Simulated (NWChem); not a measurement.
AlSiNH₆O₂; SMILES [Al]([SiH2]N)([OH])[OH]

```xyz
11

Si    -0.7063     1.4796     0.0189
N      0.5987     2.6470    -0.0331
Al    -0.0120    -0.8662     0.0020
O     -1.1778    -2.1104    -0.0097
O      1.6678    -1.1785     0.0023
H     -1.5086     1.7586     1.2548
H     -1.5971     1.7532    -1.1557
H      1.1551     2.6554    -0.8833
H      1.2315     2.6434     0.7620
H     -1.0701    -3.0617    -0.0143
H      2.1248    -2.0203    -0.0042
```
Atoms are numbered in this order, from 1.

Results from NWChem. Pople sets run with spherical d functions. Geometry: optimised at PBE0/def2-SVP. GIAO values for the isolated, static molecule; σ is the absolute isotropic shielding, δ = σ(reference) − σ with the isolated reference molecule computed at the same levels (1H: tetramethylsilane, 15N: ammonia, 17O: water, 29Si: tetramethylsilane).

```csv
level,δ Si1 (ppm),δ N2 (ppm),σ Al3 (ppm),δ O5 (ppm),δ H9 (ppm),δ H10 (ppm),δ H11 (ppm)
"LDA (Slater exchange, VWN5)/pcSseg-1",-65.8,0.1,414.2,75.0,-1.04,2.08,2.24
B3LYP/6-311G**,-58.9,1.6,442.7,56.2,-1.01,1.34,1.45
Hartree-Fock/6-31G*,-41.0,-16.2,507.9,26.0,-1.05,1.52,1.55
KT2/pcSseg-1,-59.9,-2.7,450.7,62.2,-1.04,1.82,1.96
```
